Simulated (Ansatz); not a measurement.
A made-up structure of SiCl2F (charge -1), singlet:

F1  (1.182, -0.327, 0.939)
Si2  (0.182, -0.677, -0.328)
Cl3  (-1.727, -0.284, 0.736)
Cl4  (-2.880, 0.900, 1.933)
(Å)

It is relaxed with PBE-D4/def2-SVPD and then PBE0-D4/def2-TZVPD (Ansatz 0.2.0). Atoms count as bonded within 1.22 times the sum of their covalent radii (H–H: 0.88 Å). The end point is not checked to be a true minimum.

Problem. Does its bonding change? (Judge from chemistry; the calculation decides.)

Solution. The calculation gives: Yes. Formed: Si2–Cl4; broken: Cl3–Cl4.

Where it ends: The first stage lowers the energy by 2.80 eV in 7 steps. It ends as SiCl₂F ([F][Si]([Cl])[Cl]), total charge -1:
```
4
angstrom
F 0.6938 0.1111 1.1060
Si -0.6317 0.1932 0.1254
Cl -1.3321 -1.8864 0.4617
Cl -1.9717 1.1940 1.5866
```

Labels in which every atom is bracketed show which atoms are joined, not bond orders.

For scale, one of the runs: PBE0-D4/def2-TZVPD relaxation, 175 basis functions, launched by `ansatz run in.yaml --threads 2 --pin off --events-out ev --progress --plain --max-ram 4352MiB`. The run took about 100 s on 2 CPU threads of an Arm Neoverse V2 (shared host).
